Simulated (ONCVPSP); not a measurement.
How hard is this tellurium (Te) ONCV potential?

| Item | Value |
| --- | --- |
| Element | Te |
| Generator | ONCVPSP 4.0.1 |
| Type | optimised norm-conserving Vanderbilt (ONCV) |
| Functional | LDA (Perdew-Zunger) |
| Relativity | scalar-relativistic |
| Frozen core | [Kr] 4d10 |
| Valence charge | 6 |
| Reference configuration | 5s2 5p4 |
| Partial waves | 5s: rc 1.65 bohr, ncon 4, nbas 9, qcut 3.7 1/bohr, 2 projectors, debl 1.3 Ha; 5p: rc 2.40 bohr, ncon 4, nbas 7, qcut 3.9 1/bohr, 3 projectors, debl 3.2 Ha |
| Local potential | polynomial inside 1.25 bohr (lpopt 4, dvloc0 1 Ha) |
| Core correction | Teter function, fcfact 3.75, rcfact 1.05 |

For each optimised wave give the share of its norm inside rc, the residual kinetic energy above qcut (Ha) and the cutoffs (Ha) for errors of 10, 1, 0.1 and 0.01 mHa per electron.

```tsv
wave	norm inside rc	residual KE	10 mHa	1 mHa	0.1 mHa	0.01 mHa
5s	0.286	2.2e-03	5.4	8.0	26.9	62.9
s projector 2	0.142	6.3e-03	6.1	45.8	108.8	124.8
5p	0.459	2.7e-04	1.9	6.3	12.9	24.6
p projector 2	0.128	8.6e-03	7.4	16.6	31.7	36.2
p projector 3	0.121	1.6e-01	14.8	30.3	37.3	42.3
```

The occupied waves need 8.0 Ha and 27 Ha for 1 and 0.1 mHa. The cutoffs count occupied waves only; projector 2 of the s channel, the hardest unoccupied one, needs 46 Ha at the loose tolerance. Note: no bound ghost flagged; GHOST(+) flagged for s at 14.3 eV, p at 232.0 eV.
